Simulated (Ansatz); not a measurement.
This geometry of Cl$_{3}$FH$_{4}$NOTa (11 atoms, charge 0, multiplicity 1) is a first-order saddle point.

All numbers below come from Ansatz 0.2.0, RKS PBE/def2-SVP.

```xyz
11
Properties=species:S:1:pos:R:3
Ta 0.087 0.196 0.117
N 2.211 -0.129 0.264
H 2.533 -0.838 0.934
H 2.751 -0.203 -0.607
Cl 0.094 -0.698 2.310
Cl 0.576 0.803 -2.098
Cl -1.736 1.616 0.423
F -0.699 -1.406 -0.479
O 1.203 1.925 0.869
H 1.029 2.470 1.657
H 2.059 1.185 0.808
```

(1) Which two structures does it join? (They come from a converged band through this point; their orientation in space is the band's.)

(2) How far does it lie above each of them?

Results:

(1) Bonds broken: O9–H11. Bonds formed: N2–H11.

Initial state:

```xyz
11
Properties=species:S:1:pos:R:3
Ta 0.292 0.064 0.120
N 2.159 -0.615 -0.065
H 2.678 -1.117 0.664
H 2.758 -0.438 -0.879
Cl 0.519 -0.561 2.405
Cl 0.609 0.974 -2.017
Cl -1.592 1.520 0.579
F -0.746 -1.422 -0.365
O 1.262 2.033 0.901
H 0.483 2.607 1.088
H 1.687 1.876 1.769
```

Final state:

```xyz
11
Properties=species:S:1:pos:R:3
Ta 0.001 0.526 0.273
N 2.281 -0.117 0.185
H 2.619 -0.425 1.108
H 2.351 -0.925 -0.450
Cl 0.176 -0.566 2.398
Cl 0.584 1.337 -1.879
Cl -2.274 0.966 0.238
F -0.128 -1.240 -0.451
O 0.598 2.117 1.117
H 0.990 2.636 1.834
H 2.912 0.612 -0.175
```

(2) 0.290 eV above the first and 1.211 eV above the second. This is the barrier of this one path; another mechanism may lie lower. The orbitals stay closed-shell, which can raise the energy where a bond breaks towards radicals; this wasn't checked here.

Time of the run: 4.4 min on 4 threads of Intel(R) Xeon(R) 6975P-C (Granite Rapids), with other jobs on the host, peak memory 0.26 GiB.
